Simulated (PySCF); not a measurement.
hydrogen bromide (HBr), singlet, geometry from GFN2-xTB; CAMB3LYP/cc-pVDZ (PySCF).

PySCF was given this input:
```python
from pyscf import gto, scf, dft

mol = gto.Mole()
mol.atom = '''
    Br   -0.00000000   -0.00000000   -0.03893503
    H     0.00000000    0.00000000    1.36272591
'''
mol.basis = 'cc-pvdz'
mol.verbose = 4
mol.build()

mf = dft.RKS(mol)
mf.xc = 'camb3lyp'
mf.kernel()
```

Task: What does PySCF print? Leave out banner, timings and long lists.

Result: 
```
PySCF version 2.14.0

[INPUT] verbose = 4
[INPUT] num. atoms = 2
[INPUT] num. electrons = 36
[INPUT] charge = 0
[INPUT] spin (= nelec alpha-beta = 2S) = 0
[INPUT] symmetry False subgroup None
[INPUT] Mole.unit = angstrom
[INPUT] Symbol           X                Y                Z      unit          X                Y                Z       unit  Magmom
[INPUT]  1 Br     0.000000000000   0.000000000000  -0.038935030000 AA    0.000000000000   0.000000000000  -0.073576543352 Bohr   0.0
[INPUT]  2 H      0.000000000000   0.000000000000   1.362725910000 AA    0.000000000000   0.000000000000   2.575178752749 Bohr   0.0

nuclear repulsion = 13.2137536644204
number of shells = 9
number of NR pGTOs = 84
number of NR cGTOs = 32
basis = cc-pvdz
ecp = {}

******** <class 'pyscf.dft.rks.RKS'> ********
method = RKS
initial guess = minao
damping factor = 0
level_shift factor = 0
DIIS = <class 'pyscf.scf.diis.CDIIS'>
diis_start_cycle = 1
diis_space = 8
diis_damp = 0
SCF conv_tol = 1e-09
SCF conv_tol_grad = None
SCF max_cycles = 50
direct_scf = True
direct_scf_tol = 1e-13
XC library pyscf.dft.libxc version 7.1.2
    S. Lehtola, C. Steigemann, M. J. T. Oliveira, and M. A. L. Marques,  SoftwareX 7, 1–5 (2018)
XC functionals = camb3lyp
    T. Yanai, D. P. Tew, and N. C. Handy,  Chem. Phys. Lett. 393, 51 (2004)
radial grids:
    Treutler-Ahlrichs [JCP 102, 346 (1995); DOI:10.1063/1.469408] (M4) radial grids

becke partition: Becke, JCP 88, 2547 (1988); DOI:10.1063/1.454033
pruning grids: <function nwchem_prune>
grids dens level: 3
symmetrized grids: False
atomic radii adjust function: <function treutler_atomic_radii_adjust>
small_rho_cutoff = 0
Set gradient conv threshold to 3.16228e-05
Initial guess from minao.
tot grids = 30232
init E= -2573.7740687225
  HOMO = -0.372543447678663  LUMO = 0.0119423666476393  gap/eV = 10.46239
cycle= 1 E= -2574.84036408039  delta_E= -1.07  |g|= 0.17  |ddm|= 0.934
  HOMO = -0.347189136922926  LUMO = 0.0370250539631263  gap/eV = 10.45500
cycle= 2 E= -2574.84817169069  delta_E= -0.00781  |g|= 0.11  |ddm|= 0.306
  HOMO = -0.363996006677604  LUMO = 0.0456084535649943  gap/eV = 11.14591
cycle= 3 E= -2574.85196125911  delta_E= -0.00379  |g|= 0.00628  |ddm|= 0.109
  HOMO = -0.363484830123996  LUMO = 0.0479934404964024  gap/eV = 11.19689
cycle= 4 E= -2574.8519720333  delta_E= -1.08e-05  |g|= 0.00112  |ddm|= 0.00747
  HOMO = -0.363685667461004  LUMO = 0.0479793228882976  gap/eV = 11.20197
cycle= 5 E= -2574.8519725655  delta_E= -5.32e-07  |g|= 0.000325  |ddm|= 0.00192
  HOMO = -0.363615167963584  LUMO = 0.0480213542302765  gap/eV = 11.20120
cycle= 6 E= -2574.85197259716  delta_E= -3.17e-08  |g|= 4.68e-05  |ddm|= 0.000378
  HOMO = -0.363632564229837  LUMO = 0.0480092785130177  gap/eV = 11.20135
cycle= 7 E= -2574.85197259784  delta_E= -6.77e-10  |g|= 3.68e-06  |ddm|= 6.32e-05
  HOMO = -0.36363099032992  LUMO = 0.0480104450489771  gap/eV = 11.20133
Extra cycle  E= -2574.85197259785  delta_E= -8.19e-12  |g|= 1.69e-06  |ddm|= 7.38e-06
converged SCF energy = -2574.85197259785
```
